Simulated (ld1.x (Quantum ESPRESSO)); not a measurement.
## Reading a pseudo-wave (O)

Columns: radius, all-electron u(r) and pseudo u(r) of the 2p shell (level -43.24 eV) of oxygen in the configuration [He] 2s2 2p2; PBE, scalar-relativistic, ultrasoft scheme, ld1.x (Quantum ESPRESSO) 7.5.

```csv
r (bohr),all-electron,pseudo
0.062,0.0555,0.0140
0.125,0.1785,0.0558
0.188,0.3233,0.1225
0.250,0.4637,0.2080
0.312,0.5905,0.3076
0.375,0.6999,0.4166
0.438,0.7885,0.5266
0.500,0.8564,0.6294
0.562,0.9060,0.7215
0.625,0.9391,0.7996
0.688,0.9568,0.8591
0.750,0.9613,0.8985
0.812,0.9550,0.9191
0.875,0.9395,0.9224
0.938,0.9168,0.9107
1.000,0.8888,0.8880
1.062,0.8568,0.8575
1.125,0.8211,0.8216
1.188,0.7833,0.7834
1.250,0.7450,0.7450
1.312,0.7060,0.7060
1.375,0.6665,0.6665
1.438,0.6274,0.6274
1.500,0.5897,0.5897
1.562,0.5532,0.5532
1.625,0.5173,0.5173
```

Question: How many radial nodes do the two functions have?

Answer: The all-electron 2p function has n − l − 1 = 0; the pseudo-wave has 0.

Question: At about which radius was the pseudo-wave matched?

Answer: 1.25 bohr. The columns agree to 0.0005 from 1.12 bohr on; several derivatives are matched, so the curves merge somewhat inside the radius.

Question: Is the pseudo-wave norm-conserving?

Answer: No, it belongs to an ultrasoft set: the norm inside the radius is not constrained, and the difference is carried by the augmentation charge.
